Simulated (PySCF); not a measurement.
Work out the structure from these simulated measurements.

Formula: C3H14BOPSi2.

| Item | Value |
| --- | --- |
| UV, first state | lowest singlet excitation: 4.75 eV (261 nm, f = 0.079) [TDDFT CAM-B3LYP/def2-SVPD] |
| Rotational structure | rotational constants A, B, C: 1.774, 0.679, 0.614 GHz [PBE0-D3(BJ)/def2-SVP] |
| Triplet | lowest triplet excitation (Tamm–Dancoff): 3.47 eV [TDA CAM-B3LYP/def2-SVPD] |
| Polarisability | 132.6 au [CAM-B3LYP/def2-SVPD] |
| 13C NMR | chemical shifts (computed TMS as zero) by class: 2.2 (3 C) ppm [GIAO B3LYP/pcSseg-1] |
| Dipole | 1.01 D [CAM-B3LYP/def2-SVPD] |
| NMR, other nuclei | isotropic shieldings of nuclei other than C and H, by class: 13 (1 B), 286 (1 O), 317 (1 Si), 374 (1 Si), 419 (1 P) ppm [GIAO B3LYP/pcSseg-1] |

Electronic properties: PySCF, gas phase, density fitting. Levels stand in brackets. The structure is a single PBE0-D3(BJ)/def2-SVP conformer in the gas phase; no vibrational or solvent corrections. NMR classes are plain means over equivalent atoms (diastereotopic ones count apart unless rotation or inversion swaps them), as if these changed places fast.

Q: Propose a structure and show how it fits.

A: Numbering: `[BH2:1][PH:2][SiH2:3][O:4][Si:5]([CH3:6])([CH3:7])[CH3:8]`. 3 carbons fall into 1 class: Si-methyl carbon [C6/C7/C8] (2.2 ppm, 3 C, up to 2.7 ppm apart in this geometry). The other shieldings belong to: 13 ppm, three-coordinate boron [B1]; 286 ppm, siloxane oxygen [O4]; 317 ppm, oxygen-bound silicon [Si5]; 374 ppm, oxygen-bound silicon [Si3]; 419 ppm, three-coordinate phosphorus [P2]. S1 is mainly HOMO→LUMO (weight 0.89); the largest Löwdin shares of the orbital it empties are 0.58 on the three-coordinate phosphorus, 0.17 on the three-coordinate boron, 0.10 on an oxygen-bound silicon and 0.05 on the P–H hydrogen, of the orbital it fills 0.45 on the three-coordinate boron, 0.23 on the three-coordinate phosphorus, 0.09 on an oxygen-bound silicon and 0.09 on a B–H hydrogen. The optimised geometry has point group C1 and is an asymmetric top. Structure: `C[Si](C)(O[SiH2]PB)C`. The assignments are read from this structure; whether some other isomer fits the data as well wasn't checked.

The values belong to the conformer `[BH2:1][PH:2][SiH2:3][O:4][Si:5]([CH3:6])([CH3:7])[CH3:8]`: B1–P2–Si3–O4 61°, P2–Si3–O4–Si5 48°, Si3–O4–Si5–C6 -142°.
